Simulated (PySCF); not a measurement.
Computed structure and properties of Nd2N2

System: Nd2N2 (singlet in the valence; each metal's 4f electrons, 3 of them, lie in its core potential, out of spins and levels); start: template (D2h). Method: PySCF 2.14.0, RKS PBE, Nd lcecp-1-SVP with ECP49, N def2-SVP; non-relativistic Hamiltonian with scalar-relativistic core potentials where named; density fitting; no spin-orbit coupling.

Input of the relaxation:

```python
mol = gto.M(atom='''
Nd     0.00000     0.00000     1.68790
Nd    -0.00000    -0.00000    -1.68790
N      1.44340    -0.00000    -0.00000
N     -1.44340     0.00000     0.00000''',
    basis={'Nd': 'lcecp-1-SVP', 'N': 'def2-SVP'},
    ecp={'Nd': 'lcecp-1-SVP'},
    charge=0, spin=0)
mf = dft.RKS(mol, xc='PBE')
mf.grids.atom_grid = (50, 194)  # f atoms: unpruned, at least (60, 302)
mf = mf.density_fit()  # fitting sets: Nd AutoAux, N def2-universal-JKFIT
mf.conv_tol = 1e-08; mf.max_cycle = 55
mf.kernel(dm0)  # dm0: converged density of the start geometry
# quasi-Newton relaxation in Cartesian coordinates to a largest gradient under 0.00045 Eh/bohr, steps kept in the point group
```

Run from Python with OMP_NUM_THREADS=2; the lines above give its settings. Where DIIS fails, smearing, a level shift and second-order steps follow.
It took 2.1 min on 2 threads of AMD EPYC (Zen 3), with other jobs on the host, from the converged density of the start.

Course of the relaxation:

```json
{"step": "0", "energy above end (eV)": "0.6090", "largest force component within the symmetry (eV/Å)": "3.831"}
{"step": "1", "energy above end (eV)": "0.2097", "largest force component within the symmetry (eV/Å)": "2.450"}
{"step": "2", "energy above end (eV)": "0.0166", "largest force component within the symmetry (eV/Å)": "0.746"}
{"step": "3", "energy above end (eV)": "0.0004", "largest force component within the symmetry (eV/Å)": "0.126"}
{"step": "4", "energy above end (eV)": "0.0000", "largest force component within the symmetry (eV/Å)": "0.009"}
{"step": "5", "energy above end (eV)": "0.0000", "largest force component within the symmetry (eV/Å)": "0.003"}
```

Relaxed geometry (D2h):

```xyz
4

Nd    0.0000    0.0000    1.5648
Nd    0.0000    0.0000   -1.5648
N     1.3944    0.0000    0.0000
N    -1.3944    0.0000    0.0000
```

```tsv
contact	Å
Nd1–N3 (N)	2.096
Nd1–N4 (N)	2.096
```

On the finer grid (75, 302):

```
HOMO                                                          : -3.47 eV
LUMO                                                          : -2.03 eV
Dipole about the centre of mass                               : 0.00 D
Set of Mulliken populations of Nd1 outside the core potential : s 2.27, p 6.18, d 2.06, f 0.07
D3(BJ) dispersion energy (not in the energies)                : -0.108 eV
```

```
atom  Mulliken (e)  Löwdin (e)  spin (e)
 Nd1          0.41        0.30      0.00
 Nd2          0.41        0.30      0.00
  N3         -0.41       -0.30      0.00
  N4         -0.41       -0.30      0.00
```

The 4f levels lie in the core potential and are missing. Their spin isn't counted.

On the grid (50, 194), as all that follows. Harmonic modes: a minimum; lowest 224 cm⁻¹ (negative: unstable), highest 678 cm⁻¹, zero-point energy 0.170 eV.

Rigid scan of N along the line from its metal:

| distance to N3 (Å) | energy (eV) |
| --- | --- |
| 1.80 | 1.056 |
| 1.90 | 0.410 |
| 2.00 | 0.090 |
| 2.10 | 0.000 |
| 2.20 | 0.070 |
| 2.30 | 0.250 |
| 2.40 | 0.503 |
| 2.55 | 0.965 |

One start shape was tried, so this needn't be the lowest isomer.

An lcecp potential fixes the number of 4f electrons, so in runs with it no electron can move into or out of that shell.
